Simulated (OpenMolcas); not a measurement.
## V4+: effect of the ligand basis

V4+ with 4 ligands (bromide) in tetrahedral coordination (Td) at 2.36 Å.

```yaml
Program: OpenMolcas 26.06
Method: CASSCF
Spin-orbit_coupling: state interaction with AMFI integrals over the reference wave functions
```

Fixed: metal basis ANO-RCC-VTZP, active space 1 electron in 5 orbitals (3d), DKH2 Hamiltonian.

States (labels of Td). Energies in cm-1 above the lowest state or level, χT in cm3 K/mol; 10Dq is the gap between the two states; 10Dq is negative for this site.

| Run | Ligand basis | Ground state | First state of that spin | 10Dq | First gap with spin-orbit (degeneracies) | χT at 300 K | Cost |
| --- | --- | --- | --- | --- | --- | --- | --- |
| A | ANO-RCC-VDZP | 2E | 2T2 6970 | -6970 | 6736 (4, 2) | 0.384 | roughly 40 core-seconds |
| B | ANO-RCC-VTZP | 2E | 2T2 7042 | -7042 | 6827 (4, 2) | 0.384 | roughly 3 core-minutes |

Against A, |10Dq| changes by +1.0 % in B.

Costs are those of the RASSCF and RASSI steps.

An orbital doublet at a regular site is open to a Jahn-Teller distortion, which this geometry leaves out. Ligand-to-metal charge-transfer states are missing. This ion would oxidise such ligands; the complex is a model and need not exist. With metal d orbitals alone and no dynamic correlation the field as a rule comes out too small, by tens of per cent, by up to half for chloride and softer ligands. The least metal-like active orbital is 78 % on the metal (Löwdin) and no ligand orbital is active, so the numbers are rough (holds for A). The least metal-like active orbital is 77 % on the metal (Löwdin) and no ligand orbital is active, so the numbers are rough (holds for B). No measured value stands beside these numbers; the geometry was imposed, not optimised, and the real ion may take another.
